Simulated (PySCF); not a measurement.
Molfile (atoms numbered from 1):
```
C6H13NP
     RDKit          3D

 21 20  0  0  0  0  0  0  0  0999 V2000
   -2.6504   -1.3286   -0.0229 C   0  0  0  0  0  0  0  0  0  0  0  0
   -1.2890   -1.0624    0.5975 C   0  0  0  0  0  0  0  0  0  0  0  0
   -0.7156    0.2925    0.2010 C   0  0  0  0  0  0  0  0  0  0  0  0
    0.5965    0.6503    0.9032 C   0  0  0  0  0  0  0  0  0  0  0  0
    1.8961   -0.5824    0.6669 P   0  0  0  0  0  0  0  0  0  0  0  0
    3.5400    0.0465    1.1571 C   0  0  0  0  0  0  0  0  0  0  0  0
    4.5417   -0.9897    0.9781 C   0  0  0  0  0  0  0  0  0  0  0  0
    5.2933   -1.8533    0.8178 N   0  0  0  0  0  0  0  0  0  0  0  0
   -2.6052   -1.2912   -1.1221 H   0  0  0  0  0  0  0  0  0  0  0  0
   -3.0282   -2.3199    0.2631 H   0  0  0  0  0  0  0  0  0  0  0  0
   -3.3877   -0.5820    0.3090 H   0  0  0  0  0  0  0  0  0  0  0  0
   -0.5948   -1.8704    0.2900 H   0  0  0  0  0  0  0  0  0  0  0  0
   -1.3605   -1.1236    1.6983 H   0  0  0  0  0  0  0  0  0  0  0  0
   -0.5745    0.3429   -0.8921 H   0  0  0  0  0  0  0  0  0  0  0  0
   -1.4316    1.0926    0.4488 H   0  0  0  0  0  0  0  0  0  0  0  0
    1.0129    1.6058    0.5408 H   0  0  0  0  0  0  0  0  0  0  0  0
    0.4673    0.7420    1.9961 H   0  0  0  0  0  0  0  0  0  0  0  0
    1.6667   -1.7594    1.4068 H   0  0  0  0  0  0  0  0  0  0  0  0
    1.9792   -0.9849   -0.6832 H   0  0  0  0  0  0  0  0  0  0  0  0
    3.4890    0.3682    2.2119 H   0  0  0  0  0  0  0  0  0  0  0  0
    3.7725    0.9336    0.5431 H   0  0  0  0  0  0  0  0  0  0  0  0
  1  2  1  0
  2  3  1  0
  3  4  1  0
  4  5  1  0
  5  6  1  0
  6  7  1  0
  7  8  3  0
  1  9  1  0
  1 10  1  0
  1 11  1  0
  2 12  1  0
  2 13  1  0
  3 14  1  0
  3 15  1  0
  4 16  1  0
  4 17  1  0
  5 18  1  0
  5 19  1  0
  6 20  1  0
  6 21  1  0
M  CHG  1   5   1
M  END
```

Geometry: PBE0-D3(BJ)/def2-SVP; GIAO shifts from PySCF 2.14, gas phase, non-relativistic, averaged over equivalent atoms.

At KT2/pcSseg-1 (208 basis functions, 51 s wall time on 1 thread of an Arm Neoverse V1, shared host):
| atoms | δ (ppm) |
| --- | --- |
| C7 | 97.1 |
| C3 | 30.6 |
| C2 | 30.2 |
| C4 | 22.6 |
| C1 | 16.3 |
| C6 | 9.1 |
| P5 | -45.1 |
| N8 | 315.1 |
| H18/H19 | 6.01 |
| H20/H21 | 3.16 |
| H16/H17 | 2.52 |
| H14/H15 | 1.98 |
| H9/H10/H11 | 1.45 |
| H12/H13 | 1.28 |

References, each an isolated molecule treated in the same way: 13C (183.22 ppm), 1H (31.18 ppm) against TMS; 31P (325.43 ppm) against H3PO4; NH3 for 15N (264.30 ppm).

Task: Predict the values at PBE0/pcSseg-1 on the same geometry.

Result: 
```json
{"atoms": "C7", "δ at PBE0/pcSseg-1": "109.6", "change": "+12.5"}
{"atoms": "C3", "δ at PBE0/pcSseg-1": "28.0", "change": "-2.6"}
{"atoms": "C2", "δ at PBE0/pcSseg-1": "27.5", "change": "-2.7"}
{"atoms": "C4", "δ at PBE0/pcSseg-1": "20.7", "change": "-1.9"}
{"atoms": "C1", "δ at PBE0/pcSseg-1": "15.3", "change": "-1.0"}
{"atoms": "C6", "δ at PBE0/pcSseg-1": "7.4", "change": "-1.7"}
{"atoms": "P5", "δ at PBE0/pcSseg-1": "-43.0", "change": "+2.1"}
{"atoms": "N8", "δ at PBE0/pcSseg-1": "340.1", "change": "+25.0"}
{"atoms": "H18/H19", "δ at PBE0/pcSseg-1": "6.04", "change": "+0.03"}
{"atoms": "H20/H21", "δ at PBE0/pcSseg-1": "3.04", "change": "-0.12"}
{"atoms": "H16/H17", "δ at PBE0/pcSseg-1": "2.38", "change": "-0.14"}
{"atoms": "H14/H15", "δ at PBE0/pcSseg-1": "1.90", "change": "-0.08"}
{"atoms": "H9/H10/H11", "δ at PBE0/pcSseg-1": "1.42", "change": "-0.03"}
{"atoms": "H12/H13", "δ at PBE0/pcSseg-1": "1.15", "change": "-0.13"}
```

Scale: 13C (σ = 184.41 ppm), 1H (σ = 31.27 ppm) vs TMS; H3PO4 for 31P (σ = 310.13 ppm); NH3 for 15N (σ = 265.67 ppm) (reference shieldings calculated alike).

The largest change is at N8 (nitrile nitrogen). Cost: 208 basis functions, 35 s wall time on 1 thread of an Arm Neoverse V1, shared host. The order of the carbon signals is the same at both levels.

Experimental scales use liquid or dissolved standards, which lie at an offset from isolated NH3 (liquid NH3: subtract about 20 ppm) and H3PO4. Unscaled 15N shifts of sp2 nitrogen often come out too high even then, by a few to some tens of ppm.
